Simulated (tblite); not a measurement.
Species: C₂H₁₆Si₅.
Atom-mapped SMILES: `[CH3:1][CH2:2][SiH2:3][SiH2:4][SiH2:5][SiH2:6][SiH3:7]` (hydrogens: H8, H9, H10 on C1; H11, H12 on C2; H13, H14 on Si3; H15, H16 on Si4; H17, H18 on Si5; H19, H20 on Si6; H21, H22, H23 on Si7)

A start from a force field or distance geometry was refined with GFN2-xTB geometry optimisation, gas phase in tblite. Values at the start:

```
 coordinate    start
      C1–C2  1.510 Å
      C1–H8  1.103 Å
     C2–Si3  1.867 Å
     C2–H11  1.108 Å
    Si3–Si4  2.217 Å
    Si3–H13  1.489 Å
    Si4–Si5  2.239 Å
    Si4–H15  1.471 Å
    Si5–Si6  2.220 Å
    Si5–H17  1.459 Å
    Si6–Si7  2.225 Å
    Si6–H19  1.489 Å
    Si7–H21  1.468 Å
  C1–C2–Si3   106.2°
 C2–Si3–Si4   113.4°
Si3–Si4–Si5   106.4°
Si4–Si5–Si6   112.3°
Si5–Si6–Si7   112.7°
```

Q: How do these coordinates change at the GFN2-xTB level?

A: 
```csv
coordinate,GFN2-xTB (Å or °),change
Si5–Si6,2.326,+0.106
Si3–Si4,2.317,+0.100
Si6–Si7,2.314,+0.089
Si4–Si5,2.324,+0.085
C2–Si3,1.907,+0.040
Si5–H17,1.476,+0.017
Si3–H13,1.473,-0.016
Si6–H19,1.474,-0.015
C2–H11,1.093,-0.015
C1–H8,1.090,-0.013
C1–C2,1.523,+0.013
Si7–H21,1.465,-0.003
Si4–H15,1.472,+0.001
Si3–Si4–Si5,117.6,+11.2
C1–C2–Si3,113.1,+6.9
Si4–Si5–Si6,118.1,+5.8
C2–Si3–Si4,108.3,-5.1
Si5–Si6–Si7,115.5,+2.8
```

The energy falls by 79.1 kJ/mol over 270 L-BFGS steps, the largest force on an atom goes from 1.82 to 0.008 eV/Å, and the atoms move by 1.067 Å rms after alignment. The bond that changes most is Si5–Si6 (both ends SiH2 silicon), which lengthens by 0.106 Å. Bonds longer at the end by more than 0.005 Å: 8 of 22; shorter: 10. Among the dihedrals that turn most is H14–Si3–Si4–H16, from -125° to -39°. Rotational constants go from 2378, 338.5, 317.1 to 2031, 296.8, 286.4 MHz.

Hardware: one thread, Arm Neoverse N1 (aarch64), shared host. Cost: 6.1 s wall.

GFN2-xTB frequencies show an imaginary mode (25i cm⁻¹), so the point is no minimum at that level. 3 starts were optimised and ended at 0.00, 0.78 and 0.95 kcal/mol (GFN2-xTB); the lowest of these is shown.

All values are computed, not measured.
